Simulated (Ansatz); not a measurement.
Isolated molecules relaxed with PBE0-D4/def2-TZVP in Ansatz; ΔE leaves out vibrations. CCSD(T)/CBS adds triple-zeta CCSD(T) − MP2 to the extrapolated MP2 energy (def2 sets, frozen cores). DFT in def2-TZVPP. B3LYP here is the variant with VWN-RPA as its local correlation; programs differ in this. Each species was taken in one conformer, which may not be the lowest.

`COBO[SiH3]` + `S[SiH2]Cl` → `[SiH3]S[SiH2]Cl` + `COBO`  (ligand exchange at the Si–O bond)

```tsv
species	B3LYP-D4 energy (Eh)
`COBO[SiH3]`	-507.37661
`S[SiH2]Cl`	-1149.86568
`[SiH3]S[SiH2]Cl`	-1440.62027
`COBO`	-216.61203
```

(1) Work out ΔE.

Largest T1 diagnostic among the species: 0.013.

Results:

(1) ΔE = (-1440.62027) + (-216.61203) − (-507.37661) − (-1149.86568) = 0.00999 Eh = +6.3 kcal/mol. CCSD(T)/CBS gives +5.7 kcal/mol.

In def2-TZVPP, CCSD(T) changes the Hartree–Fock value by −4.6 kcal/mol (the triples alone add −0.9 kcal/mol) and MP2 by −5.6 kcal/mol. The D4 term adds −1.4 kcal/mol with B3LYP and −0.7 kcal/mol with PBE0; it sums over pairs of atoms, weighted by their polarisabilities, and B3LYP, whose exchange is more repulsive, gets the larger term.
